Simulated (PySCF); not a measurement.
Species: tetrakis(dimethylamino)silane, C8H24N4Si.
SMILES with atom numbers: `[CH3:1][N:2]([CH3:3])[Si:4]([N:5]([CH3:6])[CH3:7])([N:8]([CH3:9])[CH3:10])[N:11]([CH3:12])[CH3:13]` (hydrogens: H14, H15, H16 on C1; H17, H18, H19 on C3; H20, H21, H22 on C6; H23, H24, H25 on C7; H26, H27, H28 on C9; H29, H30, H31 on C10; H32, H33, H34 on C12; H35, H36, H37 on C13)

Cartesian coordinates in Å at the PBE0-D3(BJ)/def2-SVP level; atoms count from 1:
```
atom  x, y, z in Å
C1     0.9131    2.5697    0.6256
N2    -0.0863    1.7415    0.0056
C3    -1.2352    2.4646   -0.4677
Si4   -0.0015    0.0062    0.0014
N5    -0.5011   -0.6706    1.5214
C6    -0.8540   -2.0566    1.6777
C7    -0.4568    0.0660    2.7553
N8     1.6607   -0.3578   -0.3511
C9     2.4174    0.3481   -1.3506
C10    2.3424   -1.4943    0.2060
N11   -1.0775   -0.6896   -1.1717
C12   -2.4902   -0.8363   -0.9434
C13   -0.6605   -1.0308   -2.5043
H14    1.2958    3.3396   -0.0739
H15    1.7681    1.9585    0.9491
H16    0.5270    3.1091    1.5154
H17   -1.9180    1.7934   -1.0060
H18   -0.9416    3.2694   -1.1702
H19   -1.8076    2.9450    0.3523
H20   -0.8620   -2.5611    0.7005
H21   -1.8612   -2.1745    2.1254
H22   -0.1456   -2.6024    2.3345
H23   -0.2735    1.1317    2.5621
H24   -1.4167   -0.0096    3.3032
H25    0.3359   -0.2955    3.4421
H26    2.6774   -0.2929   -2.2185
H27    1.8438    1.2070   -1.7282
H28    3.3721    0.7345   -0.9410
H29    3.3291   -1.2071    0.6197
H30    1.7578   -1.9300    1.0276
H31    2.5263   -2.2941   -0.5409
H32   -2.7393   -0.5685    0.0937
H33   -3.0978   -0.1939   -1.6139
H34   -2.8245   -1.8798   -1.1105
H35    0.4339   -0.9844   -2.5895
H36   -1.0895   -0.3572   -3.2742
H37   -0.9689   -2.0609   -2.7710
```

Computed with PySCF 2.14.0, density-fitted response routines, TDDFT wB97X-D/def2-SVPD, vertical, gas phase, core orbitals frozen in the response.

Transition dipole moments from the ground state, in atomic units and in the frame of the coordinates above (overall signs are arbitrary), for the states with f of 0.002 or more among the lowest 9:

```tsv
state	E (hartree)	μx	μy	μz
S2	0.2276	-0.220	0.193	-0.221
S3	0.2279	0.112	-0.199	-0.288
S4	0.2327	-0.305	-0.267	0.068
S5	0.2571	-0.166	0.012	0.082
S6	0.2574	0.139	-0.285	-0.246
S7	0.2575	-0.199	0.167	-0.333
S9	0.2636	-0.364	-0.320	0.090
```

(1) Work out the oscillator strengths.

(2) What angle do the transition dipoles of S4 and S9 make?

Results:

(1) f = (2/3) ΔE |μ|² with ΔE in hartree (27.2114 eV).

```
state  |μ|² (au)  |μ| (D)      f
   S2      0.134     0.93  0.020
   S3      0.136     0.94  0.021
   S4      0.169     1.05  0.026
   S5      0.034     0.47  0.006
   S6      0.161     1.02  0.028
   S7      0.178     1.07  0.031
   S9      0.243     1.25  0.043
```

(2) |cos θ| = |μa·μb| / (|μa| |μb|) = 1.00, so θ ≈ 1° (taken between 0 and 90°, since the signs are arbitrary).

S2/S3 and S6/S7 coincide within about 0.01 eV; within a degenerate level the directions of the single components are arbitrary.

One conformer stands for the species.

Without π bonds the low states may be Rydberg-like; a valence basis with one diffuse set may place them up to an eV too high.
